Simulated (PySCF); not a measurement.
## Relaxation of singlet IHfN

Computed with PBE0 in PySCF with Hf def2-TZVP with ECP60, N def2-TZVP, I def2-TZVP with ECP28; scalar-relativistic core potentials, no spin–orbit coupling; density-fitted integrals. A (50,194) grid was used.

A hand-made linear start, of C∞v symmetry, held to at least that symmetry:

Coordinates in bohr (charge 0 multiplicity 1):
```
Hf    0.0000    0.0000   -1.9751
N     0.0000    0.0000   -5.5278
I     0.0000    0.0000    3.4106
```

(1) What does it relax to?

(2) How much energy is released, and in how many steps?

## Answers

(1) It ends at C∞v with Hf–I 2.834 Å, Hf–N 1.704 Å; I–Hf–N 180.0°. A frequency run shows 2 imaginary modes (one degenerate set), down to 109i cm⁻¹, so it is a higher-order saddle point. Other isomers or separated fragments may lie lower.

(2) 61.5 kJ/mol in 5 steps.

With an element this heavy the missing spin–orbit coupling can shift these numbers.

The relaxation took about 40 core-seconds on a shared host.
